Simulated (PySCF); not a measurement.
HI at RHF

Level: RHF. basis H x2c-SVPall, I x2c-SVPall; spin-free X2C with a Gaussian nucleus; PySCF 2.14.

For HI, the state is ¹Σ⁺ (singlet), closed shell, the bond length is 1.600 Å and the harmonic wavenumber is 2461 cm⁻¹. The force constant is 3.57 mdyn/Å and the rotational constant Be is 6.589 cm⁻¹. The anharmonicity ωexe is 33.0 cm⁻¹ and the vibration–rotation constant αe is 0.148 cm⁻¹. The well depth De to H + I is 218 kJ/mol. The dissociation energy D0 is 203 kJ/mol, the HOMO–LUMO gap is 13.37 eV and the bond order (Mayer) is 0.99. The dipole moment (positive dipole means H(−)I(+)) is -0.65 D.

Spin–orbit coupling is left out, which matters for elements this heavy, above all for dissociation energies. Where the molecule has an RHF reference, its open-shell atoms are computed with UHF. Hartree–Fock leaves out correlation, which carries a large part of most bond energies and some tenths to 1 eV of ionisation energies.
